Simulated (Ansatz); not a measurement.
Ansatz (a program for electronic structure) input:

Ansatz 0.2 input:
```yaml
crystal:
  periodic: [false, false, false]
  atoms:
    - {symbol: C, position_ang: [-0.00000000, -0.00000000, -2.03845764]}
    - {symbol: C, position_ang: [-0.00000000, -0.00000000, -0.79131676]}
    - {symbol: C, position_ang: [0.00000000, 0.00000000, 0.56764548]}
    - {symbol: C, position_ang: [0.00000000, 0.00000000, 1.78765060]}
    - {symbol: H, position_ang: [0.00000000, 0.00000000, 2.84686993]}
basis:
  gaussian:
    orbitals: def2-TZVPD
hamiltonian:
  xc: {name: BLYP}
total_charge: -1
output: {forces: true}
```

**Question.** Which total energy does the run end on?

**Answer.** -152.91234 Eh (BLYP/def2-TZVPD). The basis has 157 functions.

It need not be the lowest isomer of its formula. Whether it binds its extra electron was not tested at this geometry.
